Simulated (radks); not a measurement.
These are the eigenvalues of the occupied orbitals of an atom or ion with whole-number occupations (eV). Calculated with a radial shooting solver on a logarithmic mesh with Libxc functionals: scalar-relativistic Kohn-Sham, SCAN, spin-unpolarised, spherical densities, finite nucleus; meta-GGA in the generalised Kohn-Sham scheme; Fermi nuclear charge, rms radius of each element as measured or else 0.836 A^(1/3) + 0.57 fm.

1s: -18850.71
2s: -2649.849
2p: -2363.045
3s: -447.6803
3p: -352.9267
3d: -198.8968
4s: -60.3386
4p: -35.6981
5s: -3.9951
4d: -2.9769

Which element is it, and in what charge state? The configuration may be excited.

Answer. Z = 41, niobium, charge 0: Nb in [Kr] 4d4 5s1. The list shows which subshells hold electrons but not how many an open one holds; the 1s level, -692.75 hartree, gives Z - s = 37.2 by -(Z - s)^2/2, which with screening and relativity narrows Z to a few neighbours, and the depths of the outer levels then fix element, charge and occupations together.
